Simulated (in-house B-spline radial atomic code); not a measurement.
How G0W0 and RPA depend on the start: Se V (Se4+)

Configuration [Ar] 3d10 4s2. Computed with a B-spline radial code for spherical atoms: all electrons, scalar-relativistic (spin-free one-electron X2C), finite nucleus, each spin shell either full or empty, empty states to l = 9 with an (l + 1/2)⁻⁴ tail; G0W0 by contour deformation at full frequency.

```
            start  mean-field 4s (eV)  G0W0 (eV)  QP weight  RPA correlation (Eh)
     Hartree-Fock              -65.81     -67.74      0.976               -2.1122
         LDA VWN5              -62.17     -68.26      0.958               -2.3165
              PBE              -61.70     -68.20      0.958               -2.3119
             PBE0              -62.98     -68.07      0.964               -2.2556
           r2SCAN              -61.99          ?          ?                     ?
            HSE06              -62.72     -68.10      0.962               -2.2607
  B3LYP (VWN-RPA)              -63.03     -68.12      0.962               -2.2683
             SCAN              -62.17     -68.15      0.961               -2.2764
             TPSS              -61.59          ?          ?                     ?
        BHandHLYP              -64.35     -67.97      0.968               -2.2053
        CAM-B3LYP              -64.83     -68.06      0.968               -2.2462
          LC-wPBE              -66.25     -68.02      0.972               -2.2489
            wB97X              -65.86     -67.99      0.971               -2.2362
           PBEsol              -61.73     -68.22      0.958               -2.3134
             BLYP              -61.84     -68.23      0.958               -2.3137
          r2SCAN0              -63.23     -68.04      0.965               -2.2325
LDA exchange-only              -60.67     -68.29      0.958               -2.3167
```

Task: What G0W0 level, weight and RPA correlation energy follow from the r2SCAN start?

Result: G0W0 level -68.16 eV, weight 0.961, RPA correlation -2.2772 hartree.

Task: What G0W0 level, weight and RPA correlation energy follow from the TPSS start?

Result: G0W0 level -68.21 eV, weight 0.958, RPA correlation -2.3022 hartree.

Task: How much of the dependence on the start does G0W0 remove?

Result: The mean-field levels span 5.58 eV and the G0W0 levels 0.551 eV. Against 68.3 ± 0.1 eV (NIST, semi-empirical) the G0W0 removal energies are off by -0.56 to -0.01 eV, with spin-orbit coupling, Breit and QED terms left out.
